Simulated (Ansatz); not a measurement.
Reaction (substitution at a C–N bond): `CNC1(O)C=N1` + `[CH3][Nb](=[NH])([NH2])[F]` → `C[N]=[Nb]([CH3])([NH2])[F]` + `NC1(O)C=N1`

Calculated with Ansatz (gas phase, PBE0-D4/def2-TZVP geometries, no zero-point term in ΔE). CBS: MP2 limit from def2 TZ/QZ plus the TZ coupled-cluster correction, frozen cores. DFT in def2-TZVPP. B3LYP here is the variant with VWN-RPA as its local correlation; programs differ in this. def2 core potentials past Kr. For Nb outer-core shells are correlated without core-valence functions, which leaves a few kJ/mol of doubt a bond. Each species was taken in one conformer, which may not be the lowest.

```csv
level,ΔE (kJ/mol)
r2SCAN-D4,-23.5
ωB97M-V,-15.6
B2PLYP,-25.7
PBE0,-23.8
B3LYP,-23.7
SCS-MP2/def2-TZVPP,-27.4
HF/CBS(def2),-16.6
CCSD/CBS(def2),-19.5
```

Question: What does CCSD(T)/CBS give? (An estimate is asked.)

Answer: The calculation gave: -21.1 kJ/mol. The listed levels differ from it by -2.4, 5.5, -4.6, -2.7, -2.6, -6.3, 4.5, 1.6 kJ/mol.

Largest T1 diagnostic among the species: 0.020, so the coupled-cluster value is less sure than usual.

In def2-TZVPP, CCSD(T) changes the Hartree–Fock value by −4.4 kJ/mol (the triples alone add −1.6 kJ/mol) and MP2 by −13.9 kJ/mol.
